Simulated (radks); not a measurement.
Numerical settings for the selenium ion Se+, [Ar] 3d10 4s2 4p3. Method: Dirac Kohn-Sham, LDA (Slater exchange, Perdew-Wang correlation), spin-unpolarised, spherical densities, finite nucleus; open shells fill j = l - 1/2 first; Fermi nuclear charge, rms radius 4.14 fm; computed with a radial shooting solver on a logarithmic mesh with Libxc functionals. The defaults (mesh step 0.008 in ln r, mesh end at 40 bohr or more with all orbitals vanishing there, Anderson mixing 0.5 over 9 steps, residual threshold near 1e-9 with the energy settled to 1e-9 hartree or 1e-11 of itself, here a cap of 98 iterations) give E = -2426.5312 hartree and 4p3/2 at -15.364 eV in 14 iterations. Run on one thread of a shared host, so times are rough (Arm Neoverse N1): 0.13 s of CPU time, 0.13 s wall, 14 iterations on 2259 mesh points. Changes against that run (0 stands for a change within the tolerance of the run):

setting	iterations	converged	E (mhartree)	e(4p3/2) (meV)	CPU (s)
mesh step in ln r 0.12	4	no	diverged	-	0.01
mesh step in ln r 0.08	9	no	diverged	-	0.03
mesh step in ln r 0.003	14	yes	0	0	0.32
mesh end (bohr) 20	14	yes	0	0	0.13
mesh end (bohr) 2	13	level above zero	+7.35e+03	+6.14e+04	0.08
residual threshold 1e-16	98	no	0	0	0.44
residual threshold 1e-13	20	yes	0	0	0.16
mixing 2.5	14	yes	0	0	0.14
linear mixing, mixing 0.05	98	no	+0.00215	-22.7	0.68
linear mixing, mixing 0.5	30	yes	0	0	0.21
mixing history 20	20	yes	0	0	0.17
iteration cap 3	3	no	+13.4	-950	0.04

Settled on a wrong energy, with an occupied level pushed above zero by the early mesh end: mesh end (bohr) 2 (+7.35 hartree). Apart from these: no run marked as converged misses the energy by more than 1 mhartree. A mesh that ends early acts as a hard wall.
